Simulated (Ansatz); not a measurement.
C₃H₁₂O₇Si₂, SMILES `CO[Si](OC)(OC)O[Si](O)(O)O` from Hartree–Fock to CCSD(T)

```xyz
24

C    -0.757    0.328   -2.657
O     0.010   -0.570   -1.886
Si    0.308   -0.390   -0.300
O     0.930   -1.779    0.239
C     0.299   -3.038    0.139
O     1.401    0.788    0.019
C     2.762    0.699   -0.362
O    -1.048    0.072    0.453
Si   -1.469    1.064    1.678
O    -2.932    1.744    1.449
O    -1.574    0.107    2.989
O    -0.367    2.261    1.780
H    -1.741    0.495   -2.209
H    -0.250    1.293   -2.764
H    -0.891   -0.105   -3.650
H     0.025   -3.261   -0.896
H     0.999   -3.797    0.491
H    -0.600   -3.073    0.763
H     2.859    0.553   -1.442
H     3.253    1.633   -0.089
H     3.256   -0.129    0.153
H    -2.933    2.585    0.990
H    -2.015    0.472    3.757
H     0.474    2.049    1.356
```

The species carries charge 0 and has multiplicity 1. The geometry is a stationary point of PBE0-D4/def2-TZVP. It is one conformer, not always the lowest. Frozen core, restricted reference, Ansatz 0.2.0.

```
     basis      HF (Eh)  MP2 corr.
  def2-SVP  -1222.20480   -1.87946
def2-TZVPP  -1223.24874   -2.39595
def2-QZVPP  -1223.30042   -2.58452
```

(1) Estimate the CCSD correlation energy and the (T) correction in each basis where they were run (hartree).

Results:

(1) 
| basis | CCSD corr. | (T) |
| --- | --- | --- |
| def2-SVP | -1.95947 | -0.04525 |
